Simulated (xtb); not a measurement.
H$_{3}$Cl$_{3}$OSiTi, charge +1, doublet, at a GFN2-xTB geometry (such geometries of metal compounds can be far from the true shape) (the multiplicity is a formal guess); xtb with GFN2-xTB.

Input for xtb:
```
$ xtb mol.xyz --gfn 2 --chrg 1 --uhf 1 --ohess --json

# file mol.xyz
9

Ti    -0.17507707     0.17438403     0.15741319
Cl     0.11630453     2.26937492    -0.07938371
Cl    -0.03099157    -0.17969877     2.25076625
Cl    -2.22030061    -0.16037105    -0.32312225
O      0.91778940    -0.78452048    -0.77835391
Si     1.87399804    -1.75400478    -1.64477986
H      3.18976761    -1.75947743    -0.93149287
H      2.18141537    -0.99819699    -2.89930824
H      1.19701530    -3.04473000    -1.79896425
```

Question: What does xtb print? Leave out banner, timings and long lists.

Answer: 
```
   ID    Z sym.   atoms
    1   22 Ti     1
    2   17 Cl     2-4
    3    8 O      5
    4   14 Si     6
    5    1 H      7-9

           -------------------------------------------------
          |                Calculation Setup                |
           -------------------------------------------------

molecular fragmentation (1/2 indicates fragments):
111111112
# atoms in fragment 1/2:     8     1
 fragment masses (1/2) :      200.33        1.01
CMA distance (Bohr)    :   7.231
constraining FC (au)   :  0.0500

           -------------------------------------------------
          |                 G F N 2 - x T B                 |
           -------------------------------------------------

          ...................................................
          :                      SETUP                      :
          :.................................................:
          :  # basis functions                  57          :
          :  # atomic orbitals                  52          :
          :  # shells                           20          :
          :  # electrons                        37          :
          :  max. iterations                   250          :
          :  Hamiltonian                  GFN2-xTB          :
          :  restarted?                      false          :
          :  GBSA solvation                  false          :
          :  PC potential                    false          :
          :  electronic temp.          300.0000000     K    :
          :  accuracy                    1.0000000          :
          :  -> integral cutoff          0.2500000E+02      :
          :  -> integral neglect         0.1000000E-07      :
          :  -> SCF convergence          0.1000000E-05 Eh   :
          :  -> wf. convergence          0.1000000E-03 e    :
          :  Broyden damping             0.4000000          :
          :  net charge                          1          :
          :  unpaired electrons                  1          :
          ...................................................

 iter      E             dE          RMSdq      gap      omega  full diag
   1    -22.2665551 -0.222666E+02  0.781E+00    2.03       0.0  T
   2    -22.3544323 -0.878772E-01  0.438E+00    3.41       1.0  T
   3    -22.3949013 -0.404690E-01  0.408E+00    2.63       1.0  T
   4    -22.4131773 -0.182760E-01  0.316E+00    2.85       1.0  T
   5    -22.4219704 -0.879307E-02  0.209E+00    2.78       1.0  T
   6    -22.4292868 -0.731644E-02  0.222E+00    3.11       1.0  T
   7    -22.4485360 -0.192492E-01  0.140E+00    3.13       1.0  T
   8    -22.4566613 -0.812528E-02  0.642E-01    3.15       1.0  T
   9    -22.4546379  0.202340E-02  0.734E-01    3.15       1.0  T
  10    -22.4566842 -0.204631E-02  0.456E-01    3.12       1.0  T
  11    -22.4577076 -0.102336E-02  0.274E-01    3.13       1.0  T
  12    -22.4580454 -0.337892E-03  0.192E-01    3.15       1.0  T
  13    -22.4581963 -0.150836E-03  0.116E-01    3.15       1.0  T
  14    -22.4582881 -0.918033E-04  0.273E-02    3.15       1.2  T
  15    -22.4582200  0.680630E-04  0.969E-02    3.14       1.0  T
  16    -22.4582886 -0.685313E-04  0.197E-02    3.15       1.7  T
  17    -22.4582911 -0.254814E-05  0.853E-03    3.15       3.9  T
  18    -22.4582914 -0.326642E-06  0.419E-03    3.15       8.0  T
  19    -22.4582913  0.159012E-06  0.636E-03    3.15       5.2  T
  20    -22.4582915 -0.203774E-06  0.343E-03    3.15       9.7  T
  21    -22.4582916 -0.817845E-07  0.959E-04    3.15      34.8  T
  22    -22.4582915  0.937145E-08  0.148E-03    3.15      22.5  T
  23    -22.4582916 -0.702648E-08  0.109E-03    3.15      30.5  T
  24    -22.4582916 -0.837689E-08  0.208E-04    3.15     160.1  T

   *** convergence criteria satisfied after 24 iterations ***

         :::::::::::::::::::::::::::::::::::::::::::::::::::::
         ::                     SUMMARY                     ::
         :::::::::::::::::::::::::::::::::::::::::::::::::::::
         :: total energy             -22.378803988405 Eh    ::
         :: gradient norm              0.000096003752 Eh/a0 ::
         :: HOMO-LUMO gap              3.145390859905 eV    ::
         ::.................................................::
         :: SCC energy               -22.458264648715 Eh    ::
         :: -> isotropic ES            0.151814033539 Eh    ::
         :: -> anisotropic ES         -0.006678379965 Eh    ::
         :: -> anisotropic XC         -0.001160701139 Eh    ::
         :: -> dispersion             -0.007647688109 Eh    ::
         :: repulsion energy           0.079460660310 Eh    ::
         :: add. restraining           0.000000000000 Eh    ::
         :: total charge               1.000000000000 e     ::
         :::::::::::::::::::::::::::::::::::::::::::::::::::::

      -----------------------------------------------------------
     |                   =====================                   |
     |                        A N C O P T                        |
     |                   =====================                   |
     |               Approximate Normal Coordinate               |
     |                Rational Function Optimizer                |
      -----------------------------------------------------------
      -----------------------------------------------------------
     |                   =====================                   |
     |                        A N C O P T                        |
     |                   =====================                   |
     |               Approximate Normal Coordinate               |
     |                Rational Function Optimizer                |
      -----------------------------------------------------------

          ...................................................
          :                      SETUP                      :
          :.................................................:
          :   optimization level            normal          :
[...]
 * total energy  :   -22.3788040 Eh     change       -0.3324807E-09 Eh
   *** GEOMETRY OPTIMIZATION CONVERGED AFTER 1 ITERATIONS ***
         :: total energy             -22.378803988746 Eh    ::
[...]
 q only:        1.895      -1.579      -1.568
   full:        1.624      -1.343      -1.339       6.345
molecular quadrupole (traceless):
                xx          xy          yy          xz          yz          zz
 q only:        2.698     -11.846      -1.558     -11.681       9.793      -1.139
  q+dip:        2.398      -9.725      -1.347      -9.846       8.122      -1.051
   full:        2.333     -10.578      -1.631     -10.045       8.379      -0.702

           -------------------------------------------------
          |               Frequency Printout                |
           -------------------------------------------------
 projected vibrational frequencies (cm⁻¹)
eigval :       -0.00    -0.00    -0.00     0.00     0.00     0.00
eigval :       -3.98    36.32    36.91   104.48   105.36   111.71
eigval :      165.70   170.97   309.73   366.08   388.73   391.64
eigval :      395.62   440.86   477.06   551.24   708.91   920.76
eigval :     1847.05  1963.23  2215.51
 reduced masses (amu)
   1: 31.50   2: 32.46   3: 37.14   4: 35.73   5: 33.87   6: 28.88   7:  2.00   8: 30.69
   9: 30.74  10: 36.11  11: 36.18  12: 34.66  13: 19.41  14: 19.06  15: 31.99  16:  4.57
  17: 25.54  18: 41.14  19: 32.15  20: 26.23  21:  2.87  22:  3.35  23:  5.46  24: 17.24
  25:  1.76  26:  1.57  27:  1.72
 IR intensities (km·mol⁻¹)
   1:  4.77   2:  3.85   3:  2.34   4:  0.90   5:  6.11   6:  4.42   7:  0.58   8:  0.15
   9:  0.06  10:  2.33  11:  2.19  12: 11.32  13: 15.95  14: 12.65  15:  0.38  16: 14.02
  17:112.15  18:  4.82  19: 73.98  20: 28.67  21: 15.34  22: 43.60  23: 24.88  24: 20.00
  25: 36.35  26:250.81  27: 59.84
 Raman intensities (Ä⁴*amu⁻¹)
   1:  0.00   2:  0.00   3:  0.00   4:  0.00   5:  0.00   6:  0.00   7:  0.00   8:  0.00
   9:  0.00  10:  0.00  11:  0.00  12:  0.00  13:  0.00  14:  0.00  15:  0.00  16:  0.00
  17:  0.00  18:  0.00  19:  0.00  20:  0.00  21:  0.00  22:  0.00  23:  0.00  24:  0.00
  25:  0.00  26:  0.00  27:  0.00
 output can be read by thermo (or use thermo option).
 writing <g98.out> molden fake output.
 recommended (thermochemical) frequency scaling factor: 1.0
           -------------------------------------------------
          |             Thermodynamic Functions             |
           -------------------------------------------------

c1  symmetry found (for desy threshold:  0.10E+00) used in thermo
 inverting freq            1   3.9761850005347501

          ...................................................
          :                      SETUP                      :
          :.................................................:
          :  # frequencies                          21      :
          :  # imaginary freq.                       0      :
          :  linear?                             false      :
          :  only rotor calc.                    false      :
          :  symmetry                               c1      :
          :  rotational number                       1      :
          :  scaling factor                  1.0000000      :
          :  rotor cutoff                   50.0000000 cm⁻¹ :
          :  imag. cutoff                  -20.0000000 cm⁻¹ :
          :.................................................:

    mode    ω/cm⁻¹     T·S(HO)/kcal·mol⁻¹    T·S(FR)/kcal·mol⁻¹   T·S(vib)
   ------------------------------------------------------------------------
       1      3.98    -2.93487 (  0.00%)    -1.80442 (100.00%)    -1.80447
       2     36.32    -1.62503 ( 21.78%)    -1.15102 ( 78.22%)    -1.25424
       3     36.91    -1.61552 ( 22.89%)    -1.14626 ( 77.11%)    -1.25369
       4    104.48    -1.00444 ( 95.02%)    -0.83814 (  4.98%)    -0.99615
       5    105.36    -0.99959 ( 95.17%)    -0.83566 (  4.83%)    -0.99168
       6    111.71    -0.96569 ( 96.14%)    -0.81832 (  3.86%)    -0.96000
       7    165.70    -0.74052 ( 99.18%)    -0.70156 (  0.82%)    -0.74020
       8    170.97    -0.72294 ( 99.27%)    -0.69228 (  0.73%)    -0.72272
   ------------------------------------------------------------------------

   temp. (K)  partition function   enthalpy   heat capacity  entropy
                                   cal/mol     cal/K/mol   cal/K/mol   J/K/mol
 298.15  VIB  0.355E+06             5406.532     25.674     37.210
         ROT  0.105E+07              888.752      2.981     30.531
         INT  0.373E+12             6295.284     28.655     67.741
         TR   0.276E+28             1481.254      4.968     41.785
         TOT                        7776.5379    33.6233   109.5263   458.2579

       T/K    H(0)-H(T)+PV         H(T)/Eh          T*S/Eh         G(T)/Eh
   ------------------------------------------------------------------------
    298.15    0.123927E-01    0.390743E-01    0.520395E-01   -0.129652E-01
   ------------------------------------------------------------------------

         :::::::::::::::::::::::::::::::::::::::::::::::::::::
         ::                  THERMODYNAMIC                  ::
         :::::::::::::::::::::::::::::::::::::::::::::::::::::
         :: total free energy         -22.391769167024 Eh   ::
         ::.................................................::
         :: total energy              -22.378803988111 Eh   ::
         :: zero point energy           0.026681580290 Eh   ::
         :: G(RRHO) w/o ZPVE           -0.039646759202 Eh   ::
         :: G(RRHO) contrib.           -0.012965178913 Eh   ::
         :::::::::::::::::::::::::::::::::::::::::::::::::::::

optimized geometry written to: xtbopt.xyz

           -------------------------------------------------
          | TOTAL ENERGY              -22.378803988111 Eh   |
          | TOTAL ENTHALPY            -22.339729705835 Eh   |
          | TOTAL FREE ENERGY         -22.391769167024 Eh   |
          | GRADIENT NORM               0.000096498906 Eh/α |
          | HOMO-LUMO GAP               3.145393477202 eV   |
           -------------------------------------------------

normal termination of xtb
```
